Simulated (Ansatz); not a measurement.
Isolated molecules relaxed with PBE0-D4/def2-TZVP in Ansatz; ΔE leaves out vibrations. CBS: MP2 limit from def2 TZ/QZ plus the TZ coupled-cluster correction, frozen cores. This one scheme is used for every species. Functionals use def2-TZVPP. B3LYP here is the variant with VWN-RPA as its local correlation; programs differ in this. For Ge outer-core shells are correlated without core-valence functions, which leaves a few kJ/mol of doubt a bond. Scalar relativity is left out up to krypton. Each species was taken in one conformer, which may not be the lowest.

Consider the cleavage of the Si–Al bond: `O[SiH](F)[AlH2]` + `[SH][GeH3]` → `O[SiH](F)[S][GeH3]` + `[AlH3]`.

CCSD(T)/CBS gives -0.92 eV.

(1) Another level gave -0.98 eV. Which?
A. B3LYP/def2-TZVPP
B. ωB97M-V/def2-TZVPP
C. PBE/def2-TZVPP
D. PBE0-D4/def2-TZVPP

(2) What do rigid-rotor, harmonic-oscillator terms from PBE0-D4/def2-TZVP frequencies (298.15 K, 1 bar) make of the CCSD(T)/CBS value? (An estimate is asked.)

Largest T1 diagnostic among the species: 0.012.

Results:

(1) B. ωB97M-V -0.98, PBE -0.72, PBE0-D4 -0.85, B3LYP -0.78 eV.

(2) Computed: ΔZPE = -0.03 eV, ΔH = -0.94 eV, ΔS = -36 J/(mol·K), ΔG = -0.83 eV. Modes under 50 cm⁻¹ make the entropy rough.

From BLYP to BHLYP (50 % exact exchange), in def2-TZVPP and without D4, ΔE moves by −0.15 eV. Leaving LDA and LC-ωPBE aside and taking each functional with its dispersion term where it has one, the values, not all of them listed here, spread over 0.28 eV, from B97M-V to PBE-D4. LDA lies −0.10 eV from PBE without D4. The D4 term adds −0.11 eV with B3LYP and −0.06 eV with PBE0; it sums over pairs of atoms, weighted by their polarisabilities, and B3LYP, whose exchange is more repulsive, gets the larger term.
